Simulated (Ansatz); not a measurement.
The N6–H7 bond of CH5GeN (SMILES [CH3][Ge][NH2]) is stretched (multiplicity 1, the rest rigid).
Geometry at rest (charge 0, multiplicity 1):
```xyz
8

Ge    -0.217    -0.010     0.445
C      0.730     1.396    -0.651
H      0.391     2.397    -0.381
H      0.594     1.250    -1.725
H      1.801     1.341    -0.430
N     -0.036    -1.355    -0.786
H      0.403    -1.265    -1.691
H     -0.370    -2.290    -0.613
```

Cores are frozen in the correlated methods. Filled d and f shells under p-block atoms count as core.

Codes used: Ansatz (a quantum-chemistry and plane-wave program). Values without a source in brackets are computed.

Energies above the point at 1.010 Å (the B3LYP-D3(BJ) bond length), FIC-MRCISD+Q on CASSCF(2,2)/cc-pVTZ (kcal/mol): 6.35 at 0.909 Å; 4.52 at 1.111 Å; 118.59 at 3.233 Å.

Problem. Take the last value as the depth D of a Morse curve D(1 − e^(−a(R − R₀)))², fit a and R₀ to the two near points, and test it at 1.364 and 1.768 Å.

Solution. 
With D = 118.6, both near points (counted from the curve's value at 1.010 Å) are met by a = 2.10 Å⁻¹ and R₀ = 1.008 Å, so k = 2Da² = 1050 kcal/(mol Å²). The curve then gives 32.9 and 75.5 kcal/mol; the level itself gives 33.5 and 79.1, so Morse is off by -0.5 and -3.6.
